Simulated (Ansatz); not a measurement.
Program: Ansatz. Geometries: PBE0-D4/def2-TZVP. ΔE: electronic, gas phase. CBS: MP2 limit from def2 TZ/QZ plus the TZ coupled-cluster correction, frozen cores. DFT in def2-TZVPP. B3LYP here is the variant with VWN-RPA as its local correlation; programs differ in this. HSE06 is defined as in plane-wave codes. One conformer a species, not always the lowest.

Reaction (isomerisation): `c1ccc2c(c1)CCO2` → `C=COc1ccccc1`

| level | ΔE (kJ/mol) | difference from CCSD(T)/CBS |
| --- | --- | --- |
| LDA (SPW92) | 95.0 | 17.8 |
| PBE-D4 | 77.9 | 0.7 |
| revPBE-D4 | 78.8 | 1.6 |
| BLYP-D4 | 54.2 | -23.0 |
| r2SCAN-D4 | 77.2 | 0.0 |
| B97M-V | 74.4 | -2.8 |
| PBE0-D4 | 89.5 | 12.3 |
| B3LYP-D4 | 65.0 | -12.2 |
| r2SCANh-D4 | 80.8 | 3.6 |
| r2SCAN0-D4 | 86.2 | 9.0 |
| HSE06-D4 | 89.3 | 12.1 |
| BHLYP-D4 | 74.5 | -2.7 |
| CAM-B3LYP-D4 | 73.2 | -4.0 |
| ωB97X-V | 88.1 | 10.9 |
| ωB97M-V | 78.5 | 1.3 |
| PBE-QIDH | 95.7 | 18.5 |
| PBE | 74.6 | -2.6 |
| revPBE | 68.2 | -9.0 |
| BLYP | 46.7 | -30.5 |
| r2SCAN | 76.5 | -0.7 |
| B3LYP | 59.6 | -17.6 |
| r2SCANh | 80.1 | 2.9 |
| r2SCAN0 | 85.4 | 8.2 |
| BHLYP | 70.7 | -6.5 |
| LC-ωPBE | 99.5 | 22.3 |
| RPA@PBE/def2-TZVPP | 79.7 | 2.5 |
| HF/def2-SVP | 72.8 | -4.4 |
| MP2/def2-SVP | 91.0 | 13.8 |
| CCSD/def2-SVP | 82.0 | 4.8 |
| CCSD(T)/def2-SVP | 80.9 | 3.7 |
| HF/def2-TZVPP | 65.0 | -12.2 |
| MP2/def2-TZVPP | 88.1 | 10.9 |
| SCS-MP2/def2-TZVPP | 81.5 | 4.3 |
| CCSD/def2-TZVPP | 79.0 | 1.8 |
| HF/def2-QZVPP | 64.6 | -12.6 |
| MP2/def2-QZVPP | 87.5 | 10.3 |
| SCS-MP2/def2-QZVPP | 80.9 | 3.7 |
| HF/CBS(def2) | 64.6 | -12.6 |
| MP2/CBS(def2) | 87.2 | 10.0 |
| CCSD/CBS(def2) | 78.0 | 0.8 |
| CCSD(T)/CBS | 77.2 | 0 |

Largest T1 diagnostic among the species: 0.012.

Leaving LDA and LC-ωPBE aside and taking each functional with its dispersion term where it has one, the values spread over 41.5 kJ/mol, from BLYP-D4 to PBE-QIDH. LDA lies +20.4 kJ/mol from PBE without D4. From PBE to PBE0 (25 % exact exchange), in def2-TZVPP and without D4, ΔE moves by +12.2 kJ/mol.

CCSD(T)/CBS has its own doubt, a few kJ/mol and more with outer-core shells, so smaller differences from it don't rank the levels.
